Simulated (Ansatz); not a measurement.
```yaml
crystal:
  periodic: [false, false, false]
  atoms:
    - {symbol: C, position_ang: [-5.844388, -2.076749, -0.935270]}
    - {symbol: N, position_ang: [-5.758247, -0.928453, 0.458945]}
    - {symbol: C, position_ang: [-7.287150, -0.198859, 1.093043]}
    - {symbol: C, position_ang: [-4.296486, -0.105795, 0.783820]}
    - {symbol: C, position_ang: [-4.026277, 1.256809, 1.836851]}
    - {symbol: C, position_ang: [-2.329113, 1.736100, 1.906888]}
    - {symbol: C, position_ang: [-1.273809, 0.789235, 0.908403]}
    - {symbol: C, position_ang: [0.497406, 0.950879, 0.676792]}
    - {symbol: C, position_ang: [1.555831, 2.198369, 1.280870]}
    - {symbol: C, position_ang: [3.238020, 1.971845, 0.821388]}
    - {symbol: C, position_ang: [3.517517, 0.554133, -0.145888]}
    - {symbol: C, position_ang: [5.049548, -0.066271, -0.843831]}
    - {symbol: C, position_ang: [5.315128, -1.511180, -1.783953]}
    - {symbol: C, position_ang: [6.990870, -1.735850, -2.268471]}
    - {symbol: C, position_ang: [8.035173, -0.466256, -1.706301]}
    - {symbol: C, position_ang: [9.769435, -0.291430, -1.956517]}
    - {symbol: N, position_ang: [11.208322, -0.140984, -2.161924]}
    - {symbol: S, position_ang: [6.915368, 1.021758, -0.565986]}
    - {symbol: S, position_ang: [1.637181, -0.514206, -0.468408]}
    - {symbol: S, position_ang: [-2.427478, -0.746732, -0.156767]}
    - {symbol: H, position_ang: [-4.793492, -2.966420, -0.878840]}
    - {symbol: H, position_ang: [-7.008802, -2.800308, -0.856691]}
    - {symbol: H, position_ang: [-5.799839, -1.437731, -2.164205]}
    - {symbol: H, position_ang: [-7.588887, 1.012973, 0.493232]}
    - {symbol: H, position_ang: [-8.325328, -1.069266, 0.872552]}
    - {symbol: H, position_ang: [-7.188011, 0.008732, 2.450513]}
    - {symbol: H, position_ang: [-5.018275, 1.879744, 2.531979]}
    - {symbol: H, position_ang: [-1.872894, 2.762888, 2.681757]}
    - {symbol: H, position_ang: [1.106172, 3.249735, 2.024138]}
    - {symbol: H, position_ang: [4.242714, 2.825688, 1.178529]}
    - {symbol: H, position_ang: [4.307737, -2.376049, -2.100663]}
    - {symbol: H, position_ang: [7.452069, -2.786351, -3.005972]}
basis:
  gaussian: {orbitals: cc-pVTZ, fitting: {mean_field: def2-universal-jkfit}, point_charges: [{charge: 1.00, position_ang: [15.831, 0.793, 0.694]}]}
total_charge: -1
magnetization: {spin_polarized: true, initial_magnetization: 1}
hamiltonian: {xc: {name: SPW92}}
scf: {lower_state_search: full}
```

```sh
$ ansatz run in.yaml --threads 2 --pin off --events-out ev --progress --plain --max-ram 32768MiB --backend cuda --devices 0, --max-vram 18GiB
```

It prints (some lines left out):

```
Functional definition: SPW92
1879 factors; integrals over basis functions are off by at most 1.2e0 eV
mean field evaluation 1: about -50880.2039 eV, gradient 7.9e1 eV
mean field evaluation 2: about -50880.2053 eV, gradient 7.9e1 eV
mean field evaluation 4: about -50236.5669 eV, gradient 2.6e2 eV
mean field evaluation 8: about -50922.2389 eV, gradient 2.5e0 eV
mean field evaluation 16: about -50922.6660 eV, gradient 1.0e-1 eV
mean field evaluation 32: about -50922.6693 eV, gradient 5.8e-6 eV
mean field evaluation 64: about -50922.3000 eV, gradient 3.7e0 eV
mean field evaluation 96: about -50922.5586 eV, gradient 2.1e-1 eV
mean field evaluation 128: about -50922.6062 eV, gradient 6.3e-1 eV
mean field evaluation 160: about -50911.2828 eV, gradient 2.8e1 eV
mean field evaluation 192: about -50919.9296 eV, gradient 3.9e0 eV
mean field -50922.66932616 eV, -1871.3735811114 hartree, gradient 5.8e-6 eV, S^2 0.766416; 12 other end points of the search recorded, 0 dependent functions left out
reference -50922.66941668 eV, -1871.3735844380 hartree; 83, 82 occupied and 697, 698 virtual orbitals, 1879 factors
Total energy: -50922.66941668 eV, -1871.3735844380 hartree
```

It took 60 s on 2 threads of AMD EPYC 7R13 on a shared host and a share (18 GiB) of an NVIDIA H100 80GB HBM3, peak host memory 2.1 GiB.

The highest occupied level of an anion often lies above zero with these methods, and sets without diffuse functions describe the outer electron poorly.
